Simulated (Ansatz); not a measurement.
Geometry optimisation, RHF/def2-SVP in Ansatz 0.2.0.

input.yaml

```yaml
crystal:
  periodic: [false, false, false]
  atoms:
    - { symbol: Hf, position_ang: [-0.5939, 1.0315, -0.3297] }
    - { symbol: F, position_ang: [-1.2268, -1.2176, 0.6761] }
    - { symbol: F, position_ang: [-1.521, 0.7191, -1.896] }
    - { symbol: F, position_ang: [-1.6324, 1.7924, 0.9923] }
    - { symbol: F, position_ang: [0.5336, 2.449, -0.7143] }
    - { symbol: H, position_ang: [-0.0365, -1.4107, 0.5693] }
    - { symbol: "N", position_ang: [1.1516, -0.9159, 0.2079] }
    - { symbol: H, position_ang: [1.7757, -0.9386, 1.0058] }
    - { symbol: H, position_ang: [1.5498, -1.5092, -0.5113] }
basis:
  gaussian: { orbitals: def2-SVP }
hamiltonian:
  xc: hf
relax:
  f_tol: 0.15
  max_steps: 25
  restrain:
    - { distance: [0, 6], at: 3.76, k: 30.0 }
    - { distance: [5, 1], at: 2.18, k: 30.0 }
    - { distance: [0, 1], at: 2.32, k: 30.0 }
    - { distance: [5, 6], at: 1.02, k: 30.0 }
```

Command:

```bash
$ ansatz run input.yaml --threads 2 --pin off --max-ram 3072MiB --backend cpu --events-out ev --progress --plain --runs-dir out
```

Question: Where does it end, and by what steps?

Answer: The forces met the threshold. The restraints hold the end off the free minimum. After 14 steps the energy has fallen by 1.681 eV (the restraints' own energy left out); F4 moved furthest, 1.37 Å. Parted: Hf1–N7 (2.67 → 3.74 Å). Joined: H6–N7 (1.34 → 1.01 Å).

```csv
step,energy less start (eV),largest force component (eV/Å),accepted
0,0.0000,5.443,yes
1,0.4193,6.582,yes
2,0.2296,5.824,yes
3,-0.0878,5.050,yes
4,-0.8159,4.259,yes
5,-1.1590,4.282,yes
6,-1.4618,4.043,yes
7,-1.5811,3.889,yes
8,-1.6132,3.668,yes
9,-1.6105,3.547,yes
10,-1.6768,3.576,yes
11,-1.6367,3.350,no
12,-1.6724,3.471,yes
13,-1.6732,3.451,no
14,-1.6806,3.508,yes
```

```xyz
9
Properties=species:S:1:pos:R:3
Hf -1.152 1.284 -0.174
F -1.136 -0.461 1.144
F -1.369 0.856 -2.012
F -2.674 2.322 0.282
F 0.325 2.458 0.047
H 0.686 -1.571 0.666
N 1.457 -1.392 0.033
H 2.297 -1.305 0.580
H 1.566 -2.192 -0.567
```

Run time: 28 s on 2 threads of AMD EPYC 7R43 64-Core Processor (Zen 3) (shared host), peak memory 0.27 GiB.
